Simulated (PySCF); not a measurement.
# SrP: from constants to spectrum

ROHF-CCSD(T) constants of SrP, ²Π (doublet), unpaired electrons π ↑ (Sr def2-TZVPP with ECP28, P def2-TZVPP; scalar-relativistic core potentials (PySCF 2.14); masses 87.9056 and 30.9738 u):

| Item | Value |
| --- | --- |
| ωe | 276.6 cm⁻¹ |
| ωexe | 0.923 cm⁻¹ |
| Be | 0.099675 cm⁻¹ |
| αe | 0.000446 cm⁻¹ |
| De to Sr + P | 0.78 eV |

Question: What force constant and bond length do these constants imply?

Answer: Reduced mass μred = 22.904 u; k = 5.8918×10⁻⁷·μred·ωe² (u, cm⁻¹, mdyn/Å) = 1.03 mdyn/Å; Re = √(16.8576/(μred·Be)) (u, cm⁻¹, Å) = 2.717 Å.

Question: Estimate the centrifugal constant D from the Kratzer relation and find the Dunham coefficient a1.

Answer: D = 4Be³/ωe² = 5.18e-08 cm⁻¹; a1 = −1 − αeωe/(6Be²) = -3.07.

Correlated steps freeze 5 core orbitals. Spin–orbit coupling is left out. The CCSD T1 diagnostic is raised, a sign that a single reference may not be enough here. The state was picked by a PBE0 search and need not be the measured ground state.
